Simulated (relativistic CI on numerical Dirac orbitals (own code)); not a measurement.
## Ti²⁺ in a cubic cluster: 3p photoemission with charge transfer

Computed with a charge-transfer multiplet model of a cubic metal-ligand cluster with up to one ligand hole, Slater and spin-orbit integrals from Dirac-Coulomb-Breit ions, Slater integrals scaled by 0.7. The ground state mixes d2 with configurations of k ligand holes L, whose averages lie at kΔ + k(k − 1)U_dd/2; a core hole lowers each added d electron by U_cd. 20 K, Lorentzian 0.9 eV and Gaussian 0.8 eV FWHM.

Atomic integrals in eV (Slater integrals scaled, ζ unscaled), ground: F2dd 5.756, F4dd 3.579, zeta_d 0.013; with the core hole: F2dd 6.666, F4dd 4.184, zeta_d 0.017, zeta_core 0.435, F2cd 7.246, G1cd 9.033, G3cd 5.492.

Cluster parameters (eV): Δ = 6.5, U_dd = 4, U_cd = 4.7, 10Dq = 1.3, 10Dq(ligand) = 0.2, final-state hopping factor = 1.

```csv
Case,n_d,d2,d3L,S
"V(eg) = 1.5 eV, V(t2g) = -0.67 eV",2.14,0.86,0.14,1.00
"V(eg) = 2.1 eV, V(t2g) = -0.94 eV",2.20,0.80,0.20,1.00
"V(eg) = 2.4 eV, V(t2g) = -1.07 eV",2.23,0.77,0.23,1.00
"V(eg) = 2.7 eV, V(t2g) = -1.2 eV",2.25,0.75,0.25,1.00
"V(eg) = 3.3 eV, V(t2g) = -1.47 eV",2.28,0.72,0.28,1.00
```

Weights, n_d and S are thermal averages at 20 K. Binding energies count from the first peak over 30 % of the highest in each spectrum, which can be another peak from case to case. The parameters are a model scan and need not match a compound or its usual spin state. Peaks in eV (height, largest 100):
- V(eg) = 1.5 eV, V(t2g) = -0.67 eV: 0.0 (100), 9.4 (13), 13.2 (9)
- V(eg) = 2.1 eV, V(t2g) = -0.94 eV: 0.0 (100), 9.8 (15), 13.5 (8)
- V(eg) = 2.4 eV, V(t2g) = -1.07 eV: 0.0 (100), 9.9 (12), 13.8 (7)
- V(eg) = 2.7 eV, V(t2g) = -1.2 eV: 0.0 (100), 9.9 (10), 12.3 (11), 14.1 (5)
- V(eg) = 3.3 eV, V(t2g) = -1.47 eV: 0.0 (100), 9.6 (9), 12.9 (10)

For the case V(eg) = 2.4 eV, V(t2g) = -1.07 eV, Δ = 6.5 eV is larger than U_dd = 4 eV, the Mott-Hubbard side of the Zaanen-Sawatzky-Allen scheme. With the core hole the average of the configuration with one ligand hole lies at Δ − U_cd = 1.8 eV before mixing: the effective hopping of about 5.1 eV (from the holes of the mixed ground state) is comparable with this gap or larger, so the configurations mix strongly.

With at most 1 ligand hole the space is cut while the next configuration still counts, so covalency is underestimated, and a final configuration with one more ligand hole, which can lie low, is missing from the spectra.
